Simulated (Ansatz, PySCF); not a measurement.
System: AlF2 (charge +1, singlet). It need not be the lowest isomer of its formula. SMILES: [F][Al+][F]
Geometry: optimised at B3LYP-D3(BJ)/def2-TZVP (Ansatz, a program for electronic structure).

Wanted: vertical ionisation energy (to the doublet state of charge +2; each state is the SCF solution reached for its spin), in eV. Correlated levels leave the core frozen unless marked. UHF or UKS for open shells. No spin-orbit coupling. No relativistic terms. 

| level | program | vertical ionisation energy (eV) |
|---|---|---|
| PBE/def2-TZVPD | Ansatz | 21.75 |
| B3LYP/def2-TZVPD | Ansatz | 22.33 |
| PBE0/def2-TZVPD | Ansatz | 22.31 |
| BHLYP/def2-TZVPD | Ansatz | 22.80 |
| wB97M-V/def2-TZVPD | Ansatz | 22.75 |
| CCSD(T)/aug-cc-pV(T+d)Z | Ansatz | 23.16 |

For comparison, minus the highest occupied orbital energy (PySCF): 19.63 eV at PW6B95/def2-TZVPD, 17.51 eV at M06-L/def2-TZVPD, 18.26 eV at TPSSh/def2-TZVPD.
